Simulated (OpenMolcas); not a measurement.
## Levels of Ar5+ by method

* Program: OpenMolcas
* Basis: ANO-RCC-VTZP [5s4p2d1f]
* Scalar Hamiltonian: DKH2, point nucleus
* Active space: 3 electrons in 9 orbitals (RAS2 3s 3p; RAS3 3d, at most 2 electrons)
* State averaging: 2S+1 = 4 odd, 1 root; 2S+1 = 2 odd, 11 roots; 2S+1 = 4 even, 3 roots; 2S+1 = 2 even, 9 roots
* Spin-orbit coupling: state interaction with AMFI integrals over the reference wave functions, term energies averaged over their components

Methods on the same reference wave functions:
A. RASSCF
B. SS-RASPT2, IPEA 0.25 Eh, imaginary shift 0.1 Eh (closed shells correlated: 2s 2p)
C. MS-RASPT2, IPEA 0.25 Eh, imaginary shift 0.1 Eh (closed shells correlated: 2s 2p)
D. XMS-RASPT2, IPEA 0.25 Eh, imaginary shift 0.1 Eh (closed shells correlated: 2s 2p)

Energies in cm⁻¹ above 3s² 3p ²P°_1/2, the measured ground level; measured values from Saloman, J. Phys. Chem. Ref. Data 39, 033101 (2010).

```json
{"Level": "3s² 3p ²P°_1/2", "A": "0.0", "B": "0.0", "C": "0.0", "D": "0.0", "Measured": "0.0"}
{"Level": "3s² 3p ²P°_3/2", "A": "2008", "B": "2010", "C": "2010", "D": "2010", "Measured": "2208"}
{"Level": "3s 3p² ⁴P_1/2", "A": "97445", "B": "99000", "C": "99010", "D": "99180", "Measured": "100158"}
{"Level": "3s 3p² ⁴P_3/2", "A": "98176", "B": "99730", "C": "99740", "D": "99910", "Measured": "100958"}
{"Level": "3s 3p² ⁴P_5/2", "A": "99330", "B": "100880", "C": "100900", "D": "101070", "Measured": "102192"}
{"Level": "3s 3p² ²D_3/2", "A": "134993", "B": "134460", "C": "134470", "D": "134570", "Measured": "132463"}
{"Level": "3s 3p² ²D_5/2", "A": "135055", "B": "134520", "C": "134530", "D": "134640", "Measured": "132575"}
{"Level": "3s 3p² ²S_1/2", "A": "173708", "B": "171400", "C": "171410", "D": "171620", "Measured": "169804"}
{"Level": "3s 3p² ²P_1/2", "A": "186846", "B": "185150", "C": "185160", "D": "185280", "Measured": "182182"}
{"Level": "3s 3p² ²P_3/2", "A": "188121", "B": "186430", "C": "186440", "D": "186560", "Measured": "183577"}
```

Deviations, from unrounded energies. A percentage is the sum of absolute deviations over the sum of measured energies, with the sign that they share, or ± where signs differ.

| Against measurement | Levels | A | B | C | D |
| --- | --- | --- | --- | --- | --- |
| mean absolute deviation (cm-1) | 9 | 3000 | 1700 | 1700 | 1700 |
| fine structure of the ground term (%) | 1 | -9.1 | -9.1 | -8.9 | -8.9 |
| other configurations (%) | 8 | ±2.4 | ±1.4 | ±1.4 | ±1.4 |

B, C, D lie about equally close to measurement and A furthest from it. The largest miss of B in the table is 3s 3p² ²P_1/2, by +3000 cm-1. The ranking rests on the paired levels alone, and a cruder setting can come out closer through cancelling errors.

Among B to D the level of the table that moves most is 3s 3p² ²S_1/2, by 220 cm-1 (lowest in B, highest in D). Moves below CASPT2's spread within the term are not significant.

The two smallest mean deviations differ by little beside CASPT2's spread within terms, so their order carries little weight.

The lowest spin-free term lies below A's lowest term by 0.039 hartree in B, 0.039 hartree in C, 0.040 hartree in D.

Term energies are means over components that CASPT2 splits; among the terms shown or strongly mixed into the levels shown the widest spread is 18 cm-1 (3s 3p² ²D, D). Active for correlation alone: 3d; no level in the range computed is led by a configuration that fills it, so any true level of that kind is missing. Measured partners are found by configuration, term and J. A level has none where our copy of the source lacks it or the pairing is in doubt (some pairs that miss far off the trend of their configuration count as doubtful), and it then counts in no deviation. Only configurations of the active space appear. The table leaves out levels that lie high or whose names do not pair safely across all columns.

° marks odd parity.
